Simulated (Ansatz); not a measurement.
Reaction (ligand exchange at the Si–C bond): `N=C([SiH3])[SiH3]` + `C[O][GeH]([OH])[Cl]` → `C[O][GeH]([Cl])[O][SiH3]` + `N=C[SiH3]`

Program: Ansatz. Geometries: PBE0-D4/def2-TZVP. ΔE: electronic, gas phase. CBS: MP2 limit from def2 TZ/QZ plus the TZ coupled-cluster correction, frozen cores. Functionals use def2-TZVPP. For Ge outer-core shells are correlated without core-valence functions, which leaves a few kJ/mol of doubt a bond. Scalar relativity is left out up to krypton. Each species was taken in one conformer, which may not be the lowest.

**Question.** Is it downhill or uphill in electronic energy at CCSD(T)/CBS, and by how much? (An estimate is asked.)

**Answer.** Computed: Downhill: ΔE = -112.3 kJ/mol.

**Question.** What do these levels give: PBE0-D4, B2PLYP, PBE0, HF/def2-TZVPP, CCSD/def2-TZVPP, CCSD/CBS(def2)? (Best estimate.)

**Answer.** Ansatz gave: PBE0-D4 -101.3, B2PLYP -113.2, PBE0 -100.0, HF/def2-TZVPP -135.7, CCSD/def2-TZVPP -116.6, CCSD/CBS(def2) -116.4 kJ/mol.

Largest T1 diagnostic among the species: 0.013.

In def2-TZVPP, CCSD(T) changes the Hartree–Fock value by +23.3 kJ/mol (the triples alone add +4.1 kJ/mol) and MP2 by +21.7 kJ/mol. From PBE to PBE0 (25 % exact exchange), in def2-TZVPP and without D4, ΔE moves by −9.3 kJ/mol.
